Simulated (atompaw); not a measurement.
# Ranking PAW (atompaw) potentials for phosphorus (P)

All share these settings but for the change named:

P (Z = 15), PAW, made with atompaw 4.2.0.5 (PBE, scalar-relativistic). Core [Ne], reference 3s2 3p3. Waves: 3s (bound): rc 1.35 bohr; 3s channel at 0.05 Ry: rc 1.95 bohr; 3p (bound): rc 1.95 bohr; 3p channel at 0.45 Ry: rc 1.95 bohr. Local part: troulliermartins scheme with l = 2 at 0 Ry, radius 1.90 bohr. Core correction: smooth core density matched at 1.60 bohr. Augmentation charge: sinc compensation charge, radius 1.65 bohr; PAW radius 1.95 bohr; waves and projectors: custom polynom gramschmidtortho.

Cutoff: the first of the cutoffs (Ry, on a coarse ladder) from which the occupation-weighted sum of valence levels, in a spherical-Bessel basis at the reference potential, stays within 10 and 1 mRy of its value at 400 Ry; the density cutoff is not measured.

The base gives 21 Ry.

Of 7 variants that were run, those that failed, showed a ghost or another fault, or gave nearly equal values are left out.

A variant can come out equal or close to the base.

Q: Rank these variants from softest to hardest (loose cutoff).
A. all radii scaled by about 1.12 (s 1.50, p 2.18 bohr); local potential troulliermartins scheme with l = 2 at 0 Ry, radius 2.12 bohr; augmentation sinc compensation charge, radius 1.84 bohr; PAW radius 2.18 bohr; waves and projectors: custom polynom gramschmidtortho; core correction smooth core density matched at 1.78 bohr
B. all radii scaled by about 1.05 (s 1.42, p 2.04 bohr); local potential troulliermartins scheme with l = 2 at 0 Ry, radius 1.98 bohr; augmentation sinc compensation charge, radius 1.72 bohr; PAW radius 2.04 bohr; waves and projectors: custom polynom gramschmidtortho; core correction smooth core density matched at 1.68 bohr
C. all radii scaled by about 1.21 (s 1.64, p 2.36 bohr); local potential troulliermartins scheme with l = 2 at 0 Ry, radius 2.30 bohr; augmentation sinc compensation charge, radius 2.00 bohr; PAW radius 2.36 bohr; waves and projectors: custom polynom gramschmidtortho; core correction smooth core density matched at 1.94 bohr

A: C (15 Ry), A (18 Ry), B (21 Ry).
